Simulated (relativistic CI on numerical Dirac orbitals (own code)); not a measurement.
# Crystal-field levels of V4+, 3d

Calculated by Dirac-Coulomb-Breit CI, KLI orbitals optimised for each configuration, a model potential for QED, valence Slater integrals scaled by 0.9, one configuration in a parametric crystal field (own radial code).

Field parameters in Wybourne normalisation: D3d B²₀ = −7Dσ, B⁴₀ = −14Dq − 21Dτ, B⁴₃ = −14√(10/7) Dq. The field is a parameter set, without covalency.

S is read from ⟨S²⟩ = S(S + 1).

Levels (cm⁻¹, degeneracy): 0 (2), 5629 (2), 5869 (2), 24767 (2), 24770 (2).

(1) Which field gives this pattern?
A. D3d, 10Dq = 19100, Dσ = 870, Dτ = 470 cm⁻¹
B. D3d, 10Dq = 35700, Dσ = -690, Dτ = 460 cm⁻¹
C. D3d, 10Dq = 11700, Dσ = 50, Dτ = 190 cm⁻¹

Results:

(1) A. D3d, 10Dq = 19100, Dσ = 870, Dτ = 470 cm⁻¹, ground level with S = 0.50.
